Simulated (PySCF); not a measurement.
A PySCF script (with the pyscf-properties extension) for the NMR shieldings of SMILES C=[P@](C)(CC)c1ccco1, C8H13OP, on a GFN2-xTB geometry:

```python
import basis_set_exchange as bse
import numpy as np
from pyscf import gto, dft
from pyscf.prop import nmr

atoms = """
C     0.658134   -2.461668   -0.081932
P    -0.277563   -1.043169    0.013269
C    -1.837790   -0.630625    0.972918
C    -0.708873   -0.543379   -1.704362
C    -1.396203    0.807565   -1.840332
C     0.812968    0.240666    0.633857
C     2.180658    0.278537    0.658716
C     2.527470    1.525480    1.222903
C     1.349640    2.153644    1.494041
O     0.307888    1.389308    1.141100
H     0.100660   -3.264765   -0.561364
H     1.004633   -2.766471    0.904693
H    -1.678673   -0.942192    2.005823
H    -2.661293   -1.212531    0.557166
H    -2.080486    0.428242    0.953294
H     0.246805   -0.556555   -2.236937
H    -1.329249   -1.339700   -2.125443
H    -1.455610    1.090547   -2.890100
H    -2.407574    0.776374   -1.442196
H    -0.839733    1.578615   -1.310655
H     2.834438   -0.498524    0.321309
H     3.513092    1.904257    1.402509
H     1.131907    3.113328    1.921800
"""
names = dict.fromkeys(["C", "P", "O", "H"], "pcSseg-1")
basis = {el: gto.basis.parse(bse.get_basis(n, elements=[el], fmt="nwchem")) for el, n in names.items()}
mol = gto.M(atom=atoms, basis=basis, charge=0, verbose=0)
mf = dft.RKS(mol, xc="PBE0")
mf.grids.level = 2
mf.grids.alignment = dft.numint.BLKSIZE   # the property module wants whole blocks of grid points
mf.conv_tol = 1e-9
mf.kernel()

calc = nmr.RKS(mf)   # GIAO
C = mf.mo_coeff
Co = C[:, mf.mo_occ > 0]
resp = mf.gen_response(singlet=True, hermi=2)
def vind(x):   # induced exchange potential for any number of trial vectors
    d = np.einsum("pi,xij,qj->xpq", C, 2 * x.reshape(-1, C.shape[1], Co.shape[1]), Co, optimize=True)
    return np.einsum("xpq,pi,qj->xij", resp(d - d.transpose(0, 2, 1)), C, Co, optimize=True).ravel()
mo1, _ = nmr.rhf.solve_mo1(calc, with_cphf=vind)
sigma = calc.kernel(mo1)
for i, s in enumerate(sigma):   # ppm
    print("%2d %-2s %9.2f" % (i, mol.atom_pure_symbol(i), np.trace(s) / 3))
```

Q: What does it print?

A: 
```
 0 C     190.24
 1 P     331.48
 2 C     164.73
 3 C     155.33
 4 C     176.14
 5 C      30.27
 6 C      57.34
 7 C      67.81
 8 C      34.15
 9 O      23.90
10 H      31.84
11 H      31.81
12 H      30.56
13 H      30.86
14 H      29.16
15 H      29.78
16 H      29.75
17 H      30.48
18 H      30.77
19 H      30.82
20 H      23.71
21 H      24.88
22 H      23.94
```

These numbers come from an equivalent density-fitted implementation of the same equations, which agrees with the script to about 0.01 ppm for H and up to a few tenths of a ppm for heavy atoms, so last digits may differ.

Q: Turn these shieldings into chemical shifts. Chemical shifts δ = σref − σ; 13C (σref 186.93), 1H (σref 31.72) vs TMS; H3PO4 for 31P (σref 318.38); 17O (σref 336.08) against H2O, all at this level.

A: Averaging equivalent atoms: C 5: 156.7; C 8: 152.8; C 6: 129.6; C 7: 119.1; C 3: 31.6; C 2: 22.2; C 4: 10.8; C 0: -3.3; P 1: -13.1; O 9: 312.2; H 20: 8.00; H 22: 7.77; H 21: 6.83; H 16: 1.96; H 15: 1.94; H 12/13/14: 1.52; H 17/18/19: 1.03; H 10/11: -0.11 ppm. Unscaled 17O shifts of doubly bonded oxygen tend to come out too high, by tens of ppm or more. Experimental scales use liquid or dissolved standards, which lie at an offset from isolated H2O (liquid H2O: subtract about 36 ppm) and H3PO4.

Size and cost of the density-fitted run: 242 basis functions, of the order of 2.5 core-minutes.
